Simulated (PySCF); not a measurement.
A survey of ²⁹Si NMR shifts

Calculated, not measured (PySCF 2.14.0 with density-fitted response routines): geometry from GFN2-xTB, GIAO PBE0/pcSseg-1 shieldings. No relativistic terms, no solvent model, a single conformation, averaged over atoms made equivalent by symmetry, fast rotation or ring inversion.

Shieldings were converted by a linear fit to measured shifts: ²⁹Si: δ = 279.94 − 0.822σ (rms 8.9 ppm, 72 shifts, 25.8 ppm with the 6 outliers that the fit left out vs TMS, solution or neat liquid). A few per cent of atoms miss by over 2 rms, more outside the fitted compound classes.

**Question.** Give the ²⁹Si shifts of `CC(C)[Si](O)(O)C1CC1`, `C#C[SiH2]N[SiH3]`, `C=CCn1ncc([SiH3])n1`.

**Answer.** 
| compound | environment | δ (ppm) |
| --- | --- | --- |
| CC(C)[Si](O)(O)C1CC1 | silicon bonded to 2 C, 2 O | -15.6 |
| [CH:1]#[C:2][SiH2:3][NH:4][SiH3:5] | Si3: silicon bonded to C, N, 2 H | -53.6 |
| [CH:1]#[C:2][SiH2:3][NH:4][SiH3:5] | Si5: silicon bonded to N, 3 H | -54.0 |
| C=CCn1ncc([SiH3])n1 | silicon bonded to C, 3 H | -77.1 |

**Question.** Match the shifts -11.4, -42.0, -56.5, -81.4 ppm to `P[SiH]1CCCC1`, `CCC(=O)[SiH2]OC(C)C`, `[SiH3]c1cnnn1C1CC1`, `CC(C)(C)CC(=O)O[SiH3]`.

**Answer.** -11.4: P[SiH]1CCCC1 (silicon bonded to 2 C, P, H, in a 5-membered ring); -42.0: CC(C)(C)CC(=O)O[SiH3] (silicon bonded to O, 3 H); -56.5: CCC(=O)[SiH2]OC(C)C (silicon bonded to C, O, 2 H); -81.4: [SiH3]c1cnnn1C1CC1 (silicon bonded to C, 3 H).
